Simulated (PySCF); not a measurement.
Several species in one continuum solvent.

All values: PBE0/def2-SVPD (PySCF, non-relativistic), each on one gas-phase PBE0-D3(BJ)/def2-SVP geometry that isn't relaxed in the solvent. The solvent is an IEF-PCM continuum (van der Waals radii × 1.2). The model holds no explicit solvent molecules, cavitation or dispersion.

**Question.** Order them by E(solvent) − E(gas) in methanol (ε = 32.61), most negative first (kcal/mol).
A. `[BH2:1][C@@H:2]1[CH2:3][CH2:4][C@H:5]1[CH3:6]` with H–B1–C2–C3 -32° and 151°, B1–C2–C3–C4 -148°, C2–C3–C4–C5 17°, C3–C4–C5–C6 -140°, B1–C2–C5–C4 149°
B. `[BH2:1][CH2:2][C@H:3]([CH3:4])[CH:5]=[CH2:6]` with H–B1–C2–C3 -14° and 169°, B1–C2–C3–C4 -68°, C2–C3–C5–C6 -119°
C. `[CH3:1][BH:2][CH2:3]/[CH:4]=[CH:5]\[CH3:6]` with C1–B2–C3–C4 159°, B2–C3–C4–C5 100°

**Answer.** C (-2.3), B (-1.9), A (-1.1).

```csv
SMILES,charge,ΔE (kcal/mol),polarisation term (kcal/mol),HOMO shift (eV),dipole gas (D),dipole solvent (D),atoms,"lowest singlet, gas (eV)","lowest singlet, solvent (eV)"
CBC/C=C\C,0,-2.3,-2.6,-0.04,0.65,0.97,17,4.73,4.86
BC[C@H](C)C=C,0,-1.9,-2.1,+0.02,0.40,0.49,17,5.13,5.21
B[C@@H]1CC[C@H]1C,0,-1.1,-1.2,+0.13,0.76,0.95,17,5.20,5.15
```

The polarisation term is half the interaction of the solute with the induced surface charges. Singlets are vertical TDDFT energies (frozen core, non-equilibrium response), the lowest in each medium.
